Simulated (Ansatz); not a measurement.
Relaxation of CH₆BNO (10 atoms, charge 0, multiplicity 1), to a largest force component of 0.02 eV/Å in at most 40 steps.

Level of theory: UKS PBE0/6-31G (Ansatz).

```xyz
10
Properties=species:S:1:pos:R:3:forces:R:3
C -0.979 0.708 -0.136 0.59 -0.29 -0.10
B 0.390 -0.117 -0.092 -1.36 0.08 0.84
N 0.571 -1.144 0.838 0.04 -0.38 0.33
O 1.426 0.116 -0.951 0.84 -0.06 -0.49
H -1.678 0.246 -0.832 -0.21 -0.15 -0.24
H -1.470 0.741 0.832 -0.10 0.00 0.31
H -0.832 1.735 -0.468 0.04 0.31 -0.07
H 1.414 -1.688 0.870 0.22 -0.06 -0.08
H -0.114 -1.416 1.518 -0.18 0.07 0.06
H 1.272 0.819 -1.578 0.11 0.48 -0.55
```

Question: Where does it end, and by what steps?

Answer: It converged. The force dipped under the threshold on the way, but the program's further checks kept it going. Limits of this set-up: no polarisation functions. After 14 steps the energy has fallen by 0.057 eV; H5 moved furthest, 0.38 Å.

```json
{"step": "0", "energy less start (eV)": "0.0000", "largest force component (eV/Å)": "1.360", "accepted": "yes"}
{"step": "1", "energy less start (eV)": "-0.0399", "largest force component (eV/Å)": "0.628", "accepted": "yes"}
{"step": "2", "energy less start (eV)": "-0.0475", "largest force component (eV/Å)": "0.124", "accepted": "yes"}
{"step": "3", "energy less start (eV)": "-0.0504", "largest force component (eV/Å)": "0.140", "accepted": "yes"}
{"step": "4", "energy less start (eV)": "-0.0525", "largest force component (eV/Å)": "0.112", "accepted": "yes"}
{"step": "5", "energy less start (eV)": "-0.0547", "largest force component (eV/Å)": "0.018", "accepted": "yes"}
{"step": "6", "energy less start (eV)": "-0.0516", "largest force component (eV/Å)": "0.312", "accepted": "no"}
{"step": "7", "energy less start (eV)": "-0.0558", "largest force component (eV/Å)": "0.038", "accepted": "yes"}
{"step": "8", "energy less start (eV)": "-0.0543", "largest force component (eV/Å)": "0.223", "accepted": "no"}
{"step": "9", "energy less start (eV)": "-0.0549", "largest force component (eV/Å)": "0.210", "accepted": "no"}
{"step": "10", "energy less start (eV)": "-0.0562", "largest force component (eV/Å)": "0.014", "accepted": "yes"}
{"step": "11", "energy less start (eV)": "-0.0565", "largest force component (eV/Å)": "0.040", "accepted": "yes"}
{"step": "12", "energy less start (eV)": "-0.0564", "largest force component (eV/Å)": "0.068", "accepted": "no"}
{"step": "13", "energy less start (eV)": "-0.0568", "largest force component (eV/Å)": "0.023", "accepted": "yes"}
{"step": "14", "energy less start (eV)": "-0.0569", "largest force component (eV/Å)": "0.017", "accepted": "yes"}
```

```xyz
10
Properties=species:S:1:pos:R:3
C -0.984 0.703 -0.133
B 0.353 -0.138 -0.086
N 0.605 -1.104 0.903
O 1.365 0.029 -1.042
H -1.536 0.517 -1.065
H -1.658 0.470 0.699
H -0.777 1.782 -0.096
H 1.465 -1.630 0.910
H -0.042 -1.319 1.642
H 1.208 0.689 -1.732
```

Whether the end is a true minimum wasn't checked by a vibrational analysis.

Run time: 42 s on 1 thread of Arm Neoverse V2 (shared host), peak memory 0.16 GiB.
